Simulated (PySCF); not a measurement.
C3H8BCl. Atoms are numbered in the order given.

```xyz
13

B      0.1474     0.5167     0.2193
Cl     0.4734    -1.0831     0.9368
C      0.6941     1.7715     0.9779
H      1.7989     1.7478     0.9644
H      0.4154     1.7497     2.0446
H      0.3694     2.7277     0.5400
C     -0.6505     0.6043    -1.1256
C     -1.0807    -0.6796    -1.8273
H     -0.0470     1.2472    -1.7995
H     -1.5277     1.2478    -0.9013
H     -1.7218    -1.2936    -1.1757
H     -0.2101    -1.3006    -2.0904
H     -1.6396    -0.4743    -2.7536
```

Geometry optimised at r2SCAN-D4/def2-SVP. The values are those of a single conformer.

These are KT2/pcSseg-1 (PySCF) values and carry that method's errors.

GIAO shieldings, no solvent; atoms listed in one row are averaged. δ = σ(ref) − σ: ¹¹B against BF3 (σ = 89.8 ppm); ³⁵Cl against HCl (σ = 945.4 ppm); ¹³C against TMS (σ = 185.1 ppm); ¹H against TMS (σ = 31.47 ppm), references at their B3LYP-D3(BJ)/def2-TZVP geometries, non-relativistic (without spin–orbit terms, shifts of atoms bonded to Cl or Br come out too high).

Task: Estimate the chemical shifts. (Estimate from the structure and the level; the computed values follow.)

Result: 
| nucleus | atoms | count | δ (ppm) |
|---|---|---|---|
| ¹¹B | B1 | 1 | 64.7 |
| ³⁵Cl | Cl2 | 1 | 266.5 |
| ¹³C | C7 | 1 | 29.3 |
| ¹³C | C3 | 1 | 15.7 |
| ¹³C | C8 | 1 | 12.8 |
| ¹H | H9 | 1 | 1.87 |
| ¹H | H10 | 1 | 1.77 |
| ¹H | H11, H12, H13 | 3 | 1.38 |
| ¹H | H4, H5, H6 | 3 | 1.20 |
